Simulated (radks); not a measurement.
All-electron atom: Sm in [Xe] 4f6 6s2. All-electron calculation, Dirac Kohn-Sham, Slater X-alpha with alpha = 0.972, spin-unpolarised, spherical densities, point nucleus; open shells fill j = l - 1/2 first. Program: a radial shooting solver on a logarithmic mesh with Libxc functionals. Some entries of the table are withheld. Estimate them.

| orbital | occ. | eigenvalue (eV) | <r^2> (bohr^2) |
|---|---|---|---|
| 1s1/2 | 2 | -46858.25 | 0.0007028 |
| 2s1/2 | 2 | -7694.596 | 0.01098 |
| 2p1/2 | 2 | -7308.830 | (1) |
| 2p3/2 | 4 | -6698.515 | (2) |
| 3s1/2 | 2 | -1696.566 | (3) |
| 3p1/2 | 2 | -1528.041 | 0.06841 |
| 3p3/2 | 4 | -1403.634 | 0.07554 |
| 3d3/2 | 4 | -1108.712 | 0.06048 |
| 3d5/2 | 6 | -1081.449 | 0.06248 |
| 4s1/2 | 2 | -340.8823 | 0.3734 |
| 4p1/2 | 2 | -275.5100 | 0.3935 |
| 4p3/2 | 4 | -248.0362 | 0.4326 |
| 4d3/2 | 4 | -139.4997 | 0.4993 |
| 4d5/2 | 6 | -134.5283 | 0.5149 |
| 5s1/2 | 2 | -46.5957 | 2.168 |
| 5p1/2 | 2 | (4) | (5) |
| 5p3/2 | 4 | (6) | (7) |
| 4f5/2 | 6 | (8) | 1.124 |
| 4f7/2 | 0 | (9) | 1.163 |
| 6s1/2 | 2 | -4.2808 | 18.49 |

Answer. 
(1) 2p1/2 <r^2> (bohr^2): 0.007980
(2) 2p3/2 <r^2> (bohr^2): 0.009216
(3) 3s1/2 <r^2> (bohr^2): 0.07340
(4) 5p1/2 eigenvalue (eV): -28.6955
(5) 5p1/2 <r^2> (bohr^2): 2.759
(6) 5p3/2 eigenvalue (eV): -24.9298
(7) 5p3/2 <r^2> (bohr^2): 3.103
(8) 4f5/2 eigenvalue (eV): -7.7692
(9) 4f7/2 eigenvalue (eV): -7.1515
